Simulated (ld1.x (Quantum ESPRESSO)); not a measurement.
As: one change to a TM potential, before and after

ld1.x (Quantum ESPRESSO) 7.5 input, shortened:

```
&input
   title='As', zed=33., rel=1, dft='REVPBE', iswitch=3,
   config='[Ar] 3d10 4s2 4p1.5'
 /
 &inputp
   pseudotype=2, tm=.true., lloc=0,
   nlcc=.true., rcore=1.05
 /
2
4P  2  1   1.50   0.00  1.65  1.65  0.0
4S  1  0   2.00   0.00  1.30  1.30  0.0
 &test
   configts(1)='4s2 4p1.5'
 /
```

Change: fully relativistic.

Cutoffs: the cutoffs (Ry, on a coarse ladder) from which the occupation-weighted sum of valence levels, in a spherical-Bessel basis at the reference potential, stays within 10 and 1 mRy of its value at 400 Ry; they do not see the model core or the augmentation charge, which bear on the density cutoff. Errors are all-electron minus pseudo energies relative to the spin-unpolarised reference configuration.

What does the change do?

The potential gets neither clearly harder nor softer (45 Ry and 110 Ry → 45 Ry and 110 Ry); both files keep a bound ghost (p); of the 7 tests that both files solve, the error grows in 3 and shrinks in 1 by more than 15 % and 0.3 meV (median size 10.6 → 21.2 meV).

```csv
quantity,base,changed
"cutoff, loose",45 Ry,45 Ry
"cutoff, tight",110 Ry,110 Ry
bound ghosts,p,p1/2
"error for 4s2 4p3, meV [ΔE -16.87 eV]",-8.5,-17
"error for 4s2 4p2, meV [ΔE -7.76 eV]",-0.9,-2.8
"error for 4s2 4p1, meV [ΔE 10.09 eV]",-4.4,-3.6
"error for 4s2 4p3.3, meV [ΔE -18.09 → -18.10 eV]",-11,-21
"error for 4s1 4p0, meV [ΔE 88.13 → 88.14 eV]",-254,-242
"error for 4s2 4p0, meV [ΔE 37.69 → 37.70 eV]",-43,-37
"error for 4s0 4p5, meV [ΔE 2.12 → 2.11 eV]",-29,-30
s: phases at 1.79 bohr within 0.05 rad from the reference energy up to (Ry; the scan ends near 5),2.8,2.8
```

 A true bound ghost makes a file unfit for plane-wave use even where its test errors are small: the radial tests pick states by their node count and pass the ghost by.
